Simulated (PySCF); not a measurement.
Structure from 2D NMR

Compound of formula C8H11BO. Correlations simulated from computed shifts and the bond graph:

HSQC (one-bond C–H):
```csv
δH,δC
7.70,157.8
7.55,138.5
6.64,119.5
5.88,144.9
5.34,129.1
5.21,129.1
2.52,30.8
0.90,7.9
```

COSY cross peaks (H two or three bonds apart, from the bond graph; peaks can be absent where the dihedral angle is near 90°):
```csv
δH,δH
7.70,6.64
7.55,6.64
5.88,5.34
5.88,5.21
5.88,2.52
5.34,5.21
```

HMBC (two and three bonds, from the bond graph):
```csv
δH,δC
7.70,"171.7, 138.5, 119.5"
7.55,"171.7, 157.8, 119.5"
6.64,"171.7, 157.8, 138.5"
5.88,"129.1, 30.8"
5.34,"144.9, 30.8"
5.21,"144.9, 30.8"
2.52,"171.7, 144.9, 129.1, 7.9"
0.90,"171.7, 30.8"
```

Carbons without hydrogens: δ 171.7.

- structure optimised with PBE0-D3(BJ)/def2-SVP
- shieldings: GIAO CAM-B3LYP/pcSseg-1
- run in PySCF
- single conformer, in vacuum, fast rotation and ring inversion assumed for equivalent nuclei, non-relativistic

References, each an isolated molecule treated in the same way: 1H and 13C against TMS.

Exchangeable hydrogens are left out of these lists.

Q: Work out the connectivity.

A: SMILES C=CCB(C)c1ccco1.

Atoms are numbered as in `[CH2:1]=[CH:2][CH2:3][B:4]([CH3:5])[c:6]1[cH:7][cH:8][cH:9][o:10]1`. Hydrogens are named by the atom that carries them. Ha(C1) is cis to C3; Hb(C1) is trans to C3.

1. δC 171.7 is C6, a substituted aromatic carbon next to the ring oxygen.
2. δC 157.8 is C9, an aromatic CH next to the ring oxygen (δH 7.70).
3. δC 144.9 is C2, an alkene CH (δH 5.88).
4. δC 138.5 is C7, an aromatic CH (δH 7.55).
5. δC 129.1 is C1, a terminal =CH2 carbon (δH 5.21, 5.34).
6. δC 119.5 is C8, an aromatic CH (δH 6.64).
7. δC 30.8 is C3, an allylic sp3 CH2 bonded to B (δH 2.52).
8. δC 7.9 is C5, a methyl carbon bonded to B (δH 0.90).
9. HMBC from δH 7.70 reaches the proton-free carbon C6.
10. HMBC from δH 7.55 reaches the proton-free carbon C6.
11. HMBC from δH 6.64 reaches the proton-free carbon C6.
12. HMBC from δH 2.52 reaches the proton-free carbon C6.
13. COSY links 7.70–6.64, 7.55–6.64, 5.88–5.34, 5.88–5.21, 5.88–2.52, 5.34–5.21.

The data come from this structure; uniqueness wasn't tested.

A carbon bonded to boron is broadened by the quadrupolar boron nucleus and is often missing from a measured spectrum. Shifts are as computed, not scaled to solution data. Of 1313 compounds with measured shifts, 239 miss one by over three times the rms of a fit or turn the order of signals round; such compounds aren't used in these exercises.
